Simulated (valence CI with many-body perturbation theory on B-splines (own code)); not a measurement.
## E1 line list for Au6+

Method: configuration interaction combined with many-body perturbation theory (CI+MBPT): five valence electrons over a frozen Dirac-Fock core [Xe] 4f14, radial functions for each j: 7 s, 7 p, 8 d, 6 f, 4 g, 1 h, with the one-electron correlation potential Σ1, the two-electron term Σ2, the three-electron term Σ3, Breit, model QED; selected CI, second order for the rest, scaled by the run's own slope (own B-spline code, finite nucleus).

No measured spectrum was set against this ion. As an estimate, terms of the open shell hold to 2 to 4 % of their energy, and close levels can change places; different configurations can be misplaced against each other by 1,000 to 8,000 cm⁻¹. Among the levels kept, up to 2100 cm⁻¹ of a level comes from second order outside the variational space, and about a tenth of that is noise between levels of different J, which matters for small intervals. The list stops below the first excitations out of the core.

Lines 301 to 350 of 600 in falling wavelength, among levels below 40.264 eV, chosen from the strongest by gf and those to the six lowest levels. Wavelengths and rates use the calculated energies, so an error of 2000 cm⁻¹ moves a line at 783.4 Å by 1.6 % and its rate by three times that or more. Electric multipoles are in the length gauge, E1 and E2 with the static RPA response of the core. Weak lines are less certain than strong ones. Lines between different terms over intervals too small for the method are left out, as are lines whose strength nearly cancels. Where a level lies close to another of its J and parity, the split of strength between their lines is uncertain. The highest levels of a list are the least certain.

Levels are named by their leading jj configuration (3d3/2^4 stands for four electrons in 3d with j = 3/2), which in mixed levels can hold well under half, so a name can repeat and another be missing. Letters in brackets count levels of one name in rising energy.

```csv
λ vac (Å),Upper,Lower,A (s⁻¹),S (a.u.) with core polarisation,S without
783.4,(5d3/2^3 5d5/2 6p3/2) J=9/2,(5d3/2^3 5d5/2 6s) J=9/2,1.48e+09,3.50e+00,4.19e+00
783.0,(5d3/2^2 5d5/2^2 6p3/2) J=3/2 [f],(5d3/2^2 5d5/2^2 6s) J=3/2 [a],6.31e+08,5.98e-01,7.13e-01
780.6,(5d3/2^2 5d5/2^2 6p3/2) J=3/2 [c],(5d3/2^3 5d5/2 6s) J=5/2,5.84e+08,5.49e-01,6.63e-01
777.6,(5d3/2^2 5d5/2^2 6p3/2) J=9/2 [j],(5d3/2^2 5d5/2^2 6s) J=9/2 [c],2.30e+08,5.35e-01,6.38e-01
776.7,(5d3/2 5d5/2^3 6p3/2) J=7/2 [a],(5d3/2^2 5d5/2^2 6s) J=9/2 [b],3.27e+08,6.06e-01,7.24e-01
774.9,(5d3/2^2 5d5/2^2 6p3/2) J=7/2 [b],(5d3/2^2 5d5/2^2 6s) J=7/2 [a],9.83e+08,1.81e+00,2.16e+00
774.6,(5d3/2 5d5/2^3 6p1/2) J=7/2 [a],(5d3/2^2 5d5/2^2 6s) J=5/2 [a],3.03e+08,5.56e-01,6.66e-01
773.6,(5d3/2^2 5d5/2^2 6p3/2) J=9/2 [c],(5d3/2^3 5d5/2 6s) J=7/2,3.76e+08,8.58e-01,1.03e+00
773.6,(5d3/2 5d5/2^3 6p1/2) J=7/2 [c],(5d3/2^2 5d5/2^2 6s) J=9/2 [a],3.79e+08,6.92e-01,8.31e-01
768.2,(5d3/2^2 5d5/2^2 6p3/2) J=5/2 [d],(5d3/2^3 5d5/2 6s) J=7/2,3.65e+08,4.90e-01,5.86e-01
763.1,(5d3/2^2 5d5/2^2 6p3/2) J=9/2 [h],(5d3/2^2 5d5/2^2 6s) J=11/2 [a],3.44e+08,7.54e-01,9.02e-01
748.5,(5d3/2^2 5d5/2^2 6p3/2) J=9/2 [b],(5d3/2^3 5d5/2 6s) J=9/2,3.01e+08,6.22e-01,7.41e-01
448.3,(5d3/2^2 5d5/2^2 6p1/2) J=3/2 [a],(5d3/2^3 5d5/2^2) J=5/2 [b],4.07e+08,7.23e-02,8.56e-02
443.3,(5d3/2^3 5d5/2 6p1/2) J=5/2,(5d3/2^3 5d5/2^2) J=7/2 [a],3.49e+08,9.01e-02,1.08e-01
439.7,(5d3/2^3 5d5/2 6p1/2) J=3/2,(5d3/2^4 5d5/2) J=5/2,3.65e+08,6.12e-02,7.34e-02
435.9,(5d3/2^3 5d5/2 6p1/2) J=9/2,(5d3/2^3 5d5/2^2) J=11/2,2.17e+08,8.86e-02,1.07e-01
430.0,(5d3/2^2 5d5/2^2 6p1/2) J=5/2 [a],(5d3/2^3 5d5/2^2) J=7/2 [a],3.23e+08,7.61e-02,9.05e-02
426.5,(5d3/2^2 5d5/2^2 6p1/2) J=3/2 [a],(5d3/2^4 5d5/2) J=5/2,3.99e+08,6.11e-02,7.23e-02
421.8,(5d3/2^2 5d5/2^2 6p1/2) J=11/2 [b],(5d3/2^2 5d5/2^3) J=9/2 [a],6.59e+08,2.93e-01,3.39e-01
417.6,(5d3/2^2 5d5/2^2 6p1/2) J=1/2 [a],(5d3/2^3 5d5/2^2) J=3/2,1.22e+09,8.75e-02,1.05e-01
415.4,(5d3/2^2 5d5/2^2 6p1/2) J=9/2 [a],(5d3/2^3 5d5/2^2) J=11/2,7.36e+08,2.60e-01,3.13e-01
415.2,(5d3/2^2 5d5/2^2 6p1/2) J=5/2 [a],(5d3/2^4 5d5/2) J=5/2,2.01e+08,4.26e-02,5.00e-02
412.1,(5d3/2^2 5d5/2^2 6p1/2) J=9/2 [a],(5d3/2^3 5d5/2^2) J=7/2 [a],3.56e+08,1.23e-01,1.48e-01
412.1,(5d3/2^2 5d5/2^2 6p1/2) J=7/2 [d],(5d3/2^3 5d5/2^2) J=7/2 [b],1.17e+09,3.22e-01,3.76e-01
411.7,(5d3/2^3 5d5/2 6p1/2) J=7/2 [b],(5d3/2^4 5d5/2) J=5/2,1.06e+09,2.93e-01,3.43e-01
409.6,(5d3/2^2 5d5/2^2 6p3/2) J=11/2 [a],(5d3/2^2 5d5/2^3) J=9/2 [b],7.25e+08,2.95e-01,3.41e-01
407.7,(5d3/2^2 5d5/2^2 6p1/2) J=11/2 [a],(5d3/2^3 5d5/2^2) J=9/2,8.83e+08,3.55e-01,4.20e-01
406.3,(5d3/2 5d5/2^3 6p1/2) J=11/2 [b],(5d3/2^2 5d5/2^3) J=9/2 [b],9.76e+08,3.88e-01,4.51e-01
404.9,(5d3/2^2 5d5/2^2 6p1/2) J=11/2 [a],(5d3/2^3 5d5/2^2) J=11/2,3.51e+08,1.38e-01,1.66e-01
403.9,(5d3/2 5d5/2^3 6p1/2) J=9/2 [a],(5d3/2^2 5d5/2^3) J=11/2,1.01e+09,3.29e-01,4.01e-01
403.8,(5d3/2^2 5d5/2^2 6p3/2) J=7/2 [d],(5d3/2^2 5d5/2^3) J=9/2 [b],1.36e+09,3.54e-01,4.08e-01
402.8,(5d3/2^3 5d5/2 6p3/2) J=5/2 [a],(5d3/2^3 5d5/2^2) J=3/2,8.00e+08,1.55e-01,1.83e-01
402.8,(5d3/2^2 5d5/2^2 6p3/2) J=9/2 [c],(5d3/2^2 5d5/2^3) J=9/2 [b],9.47e+08,3.06e-01,3.51e-01
402.1,(5d3/2^2 5d5/2^2 6p3/2) J=7/2 [b],(5d3/2^3 5d5/2^2) J=7/2 [b],1.04e+09,2.66e-01,3.01e-01
402.0,(5d3/2 5d5/2^3 6p1/2) J=7/2 [a],(5d3/2^3 5d5/2^2) J=5/2 [c],1.18e+09,3.02e-01,3.57e-01
401.6,(5d3/2^2 5d5/2^2 6p1/2) J=3/2 [c],(5d3/2^3 5d5/2^2) J=3/2,2.04e+09,2.61e-01,3.08e-01
401.5,(5d3/2^2 5d5/2^2 6p1/2) J=5/2 [c],(5d3/2^3 5d5/2^2) J=5/2 [b],4.36e+08,8.36e-02,9.84e-02
400.9,(5d3/2^3 5d5/2 6p3/2) J=5/2 [a],(5d3/2^3 5d5/2^2) J=7/2 [a],4.07e+08,7.77e-02,8.72e-02
400.8,(5d3/2^2 5d5/2^2 6p1/2) J=9/2 [b],(5d3/2^3 5d5/2^2) J=11/2,1.13e+09,3.58e-01,4.28e-01
400.2,(5d3/2 5d5/2^3 6p1/2) J=5/2 [a],(5d3/2^3 5d5/2^2) J=7/2 [b],1.35e+09,2.55e-01,3.02e-01
399.9,(5d3/2^3 5d5/2 6p3/2) J=7/2,(5d3/2^3 5d5/2^2) J=7/2 [b],1.22e+09,3.08e-01,3.51e-01
399.8,(5d3/2^3 5d5/2 6p3/2) J=9/2,(5d3/2^3 5d5/2^2) J=7/2 [b],1.05e+09,3.30e-01,3.73e-01
399.7,(5d3/2^2 5d5/2^2 6p1/2) J=5/2 [e],(5d3/2^3 5d5/2^2) J=5/2 [c],1.66e+09,3.15e-01,3.67e-01
399.4,(5d3/2^3 5d5/2 6p3/2) J=3/2,(5d3/2^3 5d5/2^2) J=5/2 [b],5.10e+08,6.41e-02,7.60e-02
399.4,(5d3/2^2 5d5/2^2 6p1/2) J=7/2 [a],(5d3/2^4 5d5/2) J=5/2,2.11e+09,5.30e-01,6.25e-01
399.4,(5d3/2^4 6p3/2) J=3/2,(5d3/2^4 5d5/2) J=5/2,1.40e+09,1.76e-01,1.99e-01
399.0,(5d3/2 5d5/2^3 6p1/2) J=11/2 [a],(5d3/2^2 5d5/2^3) J=9/2 [a],1.44e+09,5.40e-01,6.42e-01
398.7,(5d3/2^2 5d5/2^2 6p1/2) J=13/2,(5d3/2^3 5d5/2^2) J=11/2,1.72e+09,7.53e-01,8.81e-01
398.2,(5d3/2^2 5d5/2^2 6p3/2) J=7/2 [i],(5d3/2 5d5/2^4) J=9/2,1.78e+09,4.44e-01,5.14e-01
397.8,(5d3/2 5d5/2^3 6p1/2) J=9/2 [b],(5d3/2^2 5d5/2^3) J=9/2 [a],1.16e+09,3.61e-01,4.25e-01
```
